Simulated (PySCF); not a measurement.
## Correlation energy of N²⁺ (nitrogen, charge +2)

[He] 2s2 2p1, 2P determinant. All numbers are calculated (PySCF 2.14, scalar relativity by spin-free X2C-1e, in x2c-TZVPPall (5s3p2d1f, 31 functions)). Frozen: 1s2; 3 electrons correlated.

```json
{"level": "CCSD", "correlation energy (mhartree)": "-82.30"}
{"level": "(T)", "correlation energy (mhartree)": "-1.02"}
{"level": "CCSD(T)", "correlation energy (mhartree)": "-83.32"}
{"level": "CCSDT", "correlation energy (mhartree)": "-83.56"}
{"level": "FCI", "correlation energy (mhartree)": "-83.56"}
```

Diagnostics: T1 = 0.0068, D1 = 0.0131, largest double amplitude 0.137, weight of the Hartree-Fock determinant in FCI 0.9497 (13050 determinants).

Cost of the coupled-cluster step: about 0.3 core-seconds, for 3 correlated electrons.
